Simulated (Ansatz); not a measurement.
Start from `[Cl][Ge]([Cl])([Cl])[SeH]` and change one atom or group to get `[CH3][Ge]([Cl])([Cl])[Cl]`.

Ansatz, PBE0-D4/def2-TZVP geometries, multiplicity 1. Each molecule was computed in one conformer, which needn't be the lowest.

Scalar relativity is left out up to krypton.

```
                               property  `[Cl][Ge]([Cl])([Cl])[SeH]`
  LUMO energy (ωB97M-V/def2-TZVPP) / eV                        -0.17
    LUMO energy (B3LYP/def2-TZVPP) / eV                        -2.45
HOMO–LUMO gap (ωB97M-V/def2-TZVPP) / eV                         9.91
    HOMO energy (B3LYP/def2-TZVPP) / eV                        -7.65
     HOMO energy (PBE0/def2-TZVPP) / eV                        -7.91
     LUMO energy (PBE0/def2-TZVPP) / eV                        -2.16
```

Question: Give the same properties after the change, and the shifts. (Estimate.)

Answer: The calculation gave: 
```csv
property,`[CH3][Ge]([Cl])([Cl])[Cl]`,shift
LUMO energy (ωB97M-V/def2-TZVPP) / eV,0.97,1.14
LUMO energy (B3LYP/def2-TZVPP) / eV,-1.41,1.04
HOMO–LUMO gap (ωB97M-V/def2-TZVPP) / eV,12.38,2.47
HOMO energy (B3LYP/def2-TZVPP) / eV,-8.86,-1.21
HOMO energy (PBE0/def2-TZVPP) / eV,-9.17,-1.26
LUMO energy (PBE0/def2-TZVPP) / eV,-1.09,1.07
```

With PBE0 the HOMO falls by 1.26 eV and the LUMO rises by 1.07 eV, so the gap widens by about 2.33 eV. PBE moves the HOMO by -1.02 eV and ωB97M-V by -1.33 eV. The zero-point energy changes by 75.1 kJ/mol with +6 modes.

B3LYP here is the variant with VWN-RPA as its local correlation; programs differ in this.

Spin–orbit coupling is left out; it splits and shifts lone-pair levels of the heavy atoms by tenths of an eV.
